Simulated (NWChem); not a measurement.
System: SiH4O2; SMILES O[SiH2]O

Here is an NWChem input.

```
start job
memory heap 200 mb stack 900 mb global 1100 mb
geometry units angstroms noautoz
  Si     0.000000     0.000000    -0.425510
  O     -1.385296     0.051134     0.489315
  O      1.385296    -0.051134     0.489315
  H     -0.065134     1.236725    -1.249975
  H      0.065134    -1.236725    -1.249975
  H     -1.586576    -0.732799     1.009028
  H      1.586576     0.732799     1.009028
end
basis spherical
  * library def2-svpd
end
dft
  xc b3lyp
  iterations 150
end
tddft
  cis
  nroots 6
  notriplet
end
task tddft energy
```

Excerpt of the output:

```
             Northwest Computational Chemistry Package (NWChem) 7.3.0
             --------------------------------------------------------

 C2  symmetry detected

                             Geometry "geometry" -> ""
                             -------------------------

 Output coordinates in angstroms (scale by  1.889725989 to convert to a.u.)

  No.       Tag          Charge          X              Y              Z
 ---- ---------------- ---------- -------------- -------------- --------------
    1 Si                  14.0000     0.00000000     0.00000000    -0.46639253
    2 O                    8.0000    -1.38536449     0.04924357     0.44843247
    3 O                    8.0000     1.38536449    -0.04924357     0.44843247
    4 H                    1.0000    -0.06682158     1.23663497    -1.29085753
    5 H                    1.0000     0.06682158    -1.23663497    -1.29085753
    6 H                    1.0000    -1.58557454    -0.73496337     0.96814547
    7 H                    1.0000     1.58557454     0.73496337     0.96814547

 Effective nuclear repulsion energy (a.u.)     119.3462982746

      Symmetry information
      --------------------

 Group name             C2
 Group number              4
 Group order               2
 No. of unique centers     4

                                 NWChem DFT Module
                                 -----------------

 Summary of "ao basis" -> "ao basis" (spherical)
 ------------------------------------------------------------------------------
       Tag                 Description            Shells   Functions and Types
 ---------------- ------------------------------  ------  ---------------------
 Si                        def2-svpd                10       24   5s3p2d
 O                         def2-svpd                 9       23   4s3p2d
 H                         def2-svpd                 4        8   2s2p

      Symmetry analysis of basis
      --------------------------

        a          53
        b          49

            General Information
            -------------------
          SCF calculation type: DFT
          Wavefunction type:  closed shell.
          No. of atoms     :     7
          No. of electrons :    34
           Alpha electrons :    17
            Beta electrons :    17
          Charge           :     0
          Spin multiplicity:     1
          Use of symmetry is: off; symmetry adaption is: on
          Maximum number of iterations: 150
          AO basis - number of functions:   102
                     number of shells:    44
          Convergence on energy requested:  1.00D-06
          Convergence on density requested:  1.00D-05
          Convergence on gradient requested:  5.00D-04

              XC Information
              --------------
                         B3LYP Method XC Potential
                     Hartree-Fock (Exact) Exchange  0.200
                        Slater Exchange Functional  0.800 local
                    Becke 1988 Exchange Functional  0.720 non-local
              Lee-Yang-Parr Correlation Functional  0.810
                  VWN I RPA Correlation Functional  0.190 local

             Grid Information
             ----------------
          Grid used for XC integration:  medium
          Radial quadrature: Mura-Knowles
          Angular quadrature: Lebedev.
          Tag              B.-S. Rad. Rad. Pts. Rad. Cut. Ang. Pts.
          ---              ---------- --------- --------- ---------
          Si                  1.10       88           9.0       590
          O                   0.60       49          11.0       434
          H                   0.35       45          11.0       434
          Grid pruning is: on
          Number of quadrature shells:   366
          Spatial weights used:  Erf1

      Superposition of Atomic Density Guess
      -------------------------------------

 Sum of atomic energies:        -440.12455332

      Non-variational initial energy
      ------------------------------

 Total energy =    -441.028402
 1-e energy   =    -845.119037
 2-e energy   =     284.744337
 HOMO         =      -0.392115
 LUMO         =       0.027414

[...]

                                NWChem TDDFT Module
                                -------------------

            General Information
            -------------------
           No. of orbitals :     204
            Alpha orbitals :     102
             Beta orbitals :     102
        Alpha frozen cores :       0
         Beta frozen cores :       0
     Alpha frozen virtuals :       0
      Beta frozen virtuals :       0
         Spin multiplicity :       1
    Number of AO functions :     102
        Use of symmetry is : off
      Symmetry adaption is : on
         Schwarz screening :  0.10D-07

              XC Information
              --------------
                  B3LYP Method XC Potential
              Hartree-Fock (Exact) Exchange   0.20
                 Slater Exchange Functional   0.80 local
             Becke 1988 Exchange Functional   0.72 non-local
       Lee-Yang-Parr Correlation Functional   0.81
           VWN I RPA Correlation Functional   0.19 local

             TDDFT Information
             -----------------
          Calculation type : Tamm-Dancoff TDDFT
         Wavefunction type : Restricted singlets
          No. of electrons :      34
           Alpha electrons :      17
            Beta electrons :      17
              No. of roots :       6
          Max subspacesize :    5200
            Max iterations :     100
               Target root :       1
           Target symmetry : none
      Symmetry restriction : off
                 Algorithm : Optimal
        Davidson threshold :  0.10D-03

    6 smallest eigenvalue differences (eV)
--------------------------------------------------------
  No. Spin  Occ  Vir  Irrep   E(Occ)    E(Vir)   E(Diff)
--------------------------------------------------------
    1    1   17   18 b        -0.323    -0.010     8.508
    2    1   16   18 b        -0.337    -0.010     8.879
    3    1   17   19 a        -0.323     0.009     9.044
    4    1   15   18 a        -0.344    -0.010     9.084
    5    1   16   19 a        -0.337     0.009     9.415
    6    1   15   19 b        -0.344     0.009     9.620
--------------------------------------------------------

  Entering Davidson iterations
  Restricted singlet excited states

  Iter   NTrls   NConv    DeltaV     DeltaE      Time
  ----  ------  ------  ---------  ---------  ---------
    1      6       0     0.12E+00   0.10+100       15.9
    2     12       0     0.20E-01   0.13E-01       12.2
    3     18       0     0.80E-02   0.79E-03       11.0
    4     24       0     0.24E-02   0.14E-03       11.7
    5     30       1     0.95E-03   0.26E-04        9.2
    6     35       5     0.53E-03   0.38E-05        8.9
    7     36       5     0.15E-03   0.70E-06        4.8
    8     37       6     0.61E-04   0.38E-07        4.8
  ----  ------  ------  ---------  ---------  ---------
  Convergence criterion met

  Ground state a        -442.260656038726 a.u.

  ----------------------------------------------------------------------------
  Root   1 singlet b              0.273175273 a.u.                7.4335 eV
  ----------------------------------------------------------------------------
     Transition Moments    X  0.18382   Y  0.01463   Z  0.00000
     Dipole Oscillator Strength                    0.0061929906
     Electric Quadrupole                           0.0000000375
     Magnetic Dipole                               0.0000033910
     Total Oscillator Strength                     0.0061964191

     Occ.   15  a   ---  Virt.   19  b       -0.14965
     Occ.   17  b   ---  Virt.   18  a        0.98079
     Occ.   17  b   ---  Virt.   21  a       -0.07092
  ----------------------------------------------------------------------------
  Root   2 singlet b              0.287510896 a.u.                7.8236 eV
  ----------------------------------------------------------------------------
     Transition Moments    X  0.43837   Y  0.11643   Z  0.00000
     Dipole Oscillator Strength                    0.0394322751
     Electric Quadrupole                           0.0000000300
     Magnetic Dipole                               0.0000017824
     Total Oscillator Strength                     0.0394340875

     Occ.   14  a   ---  Virt.   19  b       -0.07779
     Occ.   15  a   ---  Virt.   19  b       -0.21763
     Occ.   16  b   ---  Virt.   18  a       -0.96420
     Occ.   17  b   ---  Virt.   18  a       -0.07330
  ----------------------------------------------------------------------------
  Root   3 singlet a              0.290452103 a.u.                7.9036 eV
  ----------------------------------------------------------------------------
     Transition Moments    X -0.00000   Y -0.00000   Z  0.45346
     Dipole Oscillator Strength                    0.0398169479
     Electric Quadrupole                           0.0000000951
     Magnetic Dipole                               0.0000022668
     Total Oscillator Strength                     0.0398193098

     Occ.   12  a   ---  Virt.   18  a        0.05992
     Occ.   15  a   ---  Virt.   18  a       -0.72519
     Occ.   16  b   ---  Virt.   22  b        0.06036
     Occ.   17  b   ---  Virt.   19  b        0.67521
  ----------------------------------------------------------------------------
  Root   4 singlet a              0.298604021 a.u.                8.1254 eV
  ----------------------------------------------------------------------------
     Transition Moments    X  0.00000   Y  0.00000   Z  0.24637
     Dipole Oscillator Strength                    0.0120835021
     Electric Quadrupole                           0.0000001061
     Magnetic Dipole                               0.0000010322
     Total Oscillator Strength                     0.0120846403

[...]
```

Level: B3LYP/def2-SVPD, TDA. The geometry was optimised at PBE0/def2-SVP.
